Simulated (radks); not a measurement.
Problem. Excited configurations of the nitrogen ion N3+: one electron is placed in a higher orbital outside [He] 2s1. The ground configuration is [He] 2s2. Calculated with a radial shooting solver on a logarithmic mesh with Libxc functionals: Dirac Kohn-Sham, PBEsol, spin-unpolarised, spherical densities, point nucleus; open shells are shared between the two j in proportion to 2j + 1. Excitation = E - E(ground); binding = E(ion) - E, where the ion is the core of charge +4; n* = 4/sqrt(2 binding) in atomic units, and the quantum defect is n - n*. Eigenvalue and <r> are those of j = l + 1/2.

outer orbital  excitation (eV)  binding (eV)     n*  quantum defect  eigenvalue (eV)  <r> (bohr)
2p                      11.073        66.444  1.810           0.190          -56.026       1.046
5p                      67.878         9.639  4.752           0.248           -8.606       8.344
6s                      70.565         6.952  5.596           0.404           -6.263       11.93
7s                      72.461         5.057  6.561           0.439           -4.573       16.45

Estimate the row for 7p.

Solution. excitation (eV) 72.641; binding (eV) 4.876; n* 6.682; quantum defect 0.318; eigenvalue (eV) -4.403; <r> (bohr) 16.82. The Delta-SCF ionisation energy is 77.517 eV (NIST Atomic Spectra Database: 77.474 eV, measured). Self-interaction in the functional shifts the binding energies and quantum defects, so they are the method's values and not measured ones. Spin polarisation and multiplet splitting are left out, so open shells lie too high by an amount that depends on their filling.

Beside tabulated values, note that spin-unpolarised runs miss the spin-polarisation part of the exchange energy of open shells.
